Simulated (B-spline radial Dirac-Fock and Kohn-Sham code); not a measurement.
## Zr²⁺ in Watson spheres of different radius

The computed values come from a radial B-spline solver: relaxed Dirac-Fock hole states (ΔSCF) with Breit and QED corrections and a finite nucleus. The ion, [Kr] 4d2, sits in a hollow sphere of charge Q = -2, a simple model of the Madelung potential. Inside the sphere an electron's potential energy is raised by the constant 14.40·|Q|/R eV, so binding energies fall by about that much as long as the orbitals stay inside.

```tsv
radius (Å)	14.40 |Q|/R (eV)	1s (eV)	2s (eV)	2p1/2 (eV)	2p3/2 (eV)	3s (eV)	3p1/2 (eV)	3p3/2 (eV)	3d3/2 (eV)	3d5/2 (eV)	4s (eV)	4p1/2 (eV)	4p3/2 (eV)	4d (eV)
1.6	18.00	18005.0	2545.6	2316.0	2231.5	441.4	355.2	341.4	189.7	187.3	63.19	37.37	35.57	4.32
2.4	12.00	18010.2	2550.9	2321.2	2236.7	446.6	360.5	346.7	195.0	192.6	68.53	42.72	40.93	9.55
```

From the smallest to the largest radius 1s moves by +5.2 eV, while the constant potential alone would give +6.0 eV; the difference comes from charge outside the sphere and its screening.
